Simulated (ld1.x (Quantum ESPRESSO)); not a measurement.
**Before and after: TM semilocal potential for titanium (Ti)**

* Element: titanium (Ti)
* Generator: ld1.x (Quantum ESPRESSO) 7.5
* Type: norm-conserving Troullier–Martins (semilocal form)
* Functional: PW91
* Relativity: scalar-relativistic
* Frozen core: [Ar]
* Valence charge: 4
* Reference configuration: 3d2 4s0 4p0 (charge +2)
* Partial waves: 4s (bound, empty): rc 2.25 bohr; 3d (bound): rc 1.15 bohr; 4p (bound, empty): rc 3.00 bohr
* Local potential: the p channel
* Core correction: Bessel-smoothed model core, default radius (core density twice the valence density)

All-electron outer shells of the reference configuration (PW91, scalar-relativistic, ld1.x):

```
shell  level (eV)  outermost node (bohr)  outermost maximum (bohr)
   3p      -54.84                   0.37                      0.90
   3d      -19.76                      –                      0.97
   4s      -17.02                   1.23                      2.61
   4p      -12.59                   1.35                      3.11
```

Change: core correction none.

Cutoffs: the cutoffs (Ry, on a coarse ladder) from which the occupation-weighted sum of valence levels, in a spherical-Bessel basis at the reference potential, stays within 10 and 1 mRy of its value at 400 Ry; they do not see the model core or the augmentation charge, which bear on the density cutoff. Errors are all-electron minus pseudo energies relative to the spin-unpolarised reference configuration.

Question: What does the change do?

Answer: The potential gets neither clearly harder nor softer (120 Ry and 140 Ry → 120 Ry and 140 Ry); of the 7 tests that both files solve, the error grows in 5 and shrinks in 2 by more than 15 % and 0.3 meV (median size 17.7 → 395.6 meV); neither file shows a bound ghost. The default core radius of the base comes out at 1.84 bohr. A semilocal file is local in each channel, so a ghost entry of none says nothing of the separable form that plane-wave codes build from it.

| quantity | base | changed |
| --- | --- | --- |
| cutoff, loose | 120 Ry | 120 Ry |
| cutoff, tight | 140 Ry | 140 Ry |
| bound ghosts | none | none |
| error for 3d2 4s2 4p0, meV [ΔE -20.98 eV] | -18 | +684 |
| error for 3d2 4s1 4p0, meV [ΔE -13.59 eV] | -8.7 | +316 |
| error for 3d1 4s0 4p0, meV [ΔE 27.05 eV] | -548 | +12 |
| error for 3d2 4s1.5 4p0, meV [ΔE -18.03 eV] | -14 | +517 |
| error for 3d3 4s0 4p0, meV [ΔE -13.59 eV] | -189 | +66 |
| error for 3d2 4s0 4p2, meV [ΔE -14.67 eV] | +0.7 | +396 |
| error for 3d1 4s2 4p1, meV [ΔE -16.27 eV] | -565 | +690 |
| s: phases at 3.25 bohr within 0.05 rad from the reference energy up to (Ry; the scan ends near 5) | 0.5 | 0.5 |
| p: phases at 3.25 bohr within 0.05 rad from the reference energy up to (Ry; the scan ends near 5) | 1.1 | 1.1 |
| d: phases at 3.25 bohr within 0.05 rad from the reference energy up to (Ry; the scan ends near 5) | 3.4 | 3.4 |
